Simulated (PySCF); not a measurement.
# Exercise with solution: entropy of an ideal gas

RbI, SMILES [Rb][I].

Coordinates come from a PBE-D3(BJ)/def2-TZVPD optimisation. The def2 effective core potentials stand for the cores of I, Rb; spin–orbit coupling is left out.

PBE-D3(BJ)/def2-TZVPD in PySCF gives the harmonic wavenumbers 130 cm⁻¹ and the rotational temperature 0.0452 K. The molar mass is 212.37 g/mol, the symmetry number 1, the spin multiplicity 1.

Task: Work out the entropy at 298.15 K and 1 atm in the rigid-rotor, harmonic-oscillator model.

Result: 
Translation (Sackur–Tetrode at 1 atm): S = R[1.5 ln M + 2.5 ln T − 1.16487] = 175.6 J/(mol K).
Rotation: q = T/(σ θ) = 6600, S = R[ln q + 1] = 81.4 J/(mol K).
Vibration: with u = 1.4388 ν/T, each mode gives R[u/(e^u − 1) − ln(1 − e^−u)]:
```tsv
ν (cm⁻¹)	modes	u	S (J/(mol K))
130	1	0.63	12.33
```
These are all the modes. Sum 12.3 J/(mol K).
Spin: R ln 1 = 0.0 J/(mol K).
Total 269.3 J/(mol K); the program's own thermochemistry gives 269.3. Translation makes up 65 % and vibration 5 %. Anharmonicity, hindered rotation and orbital degeneracy are left out.
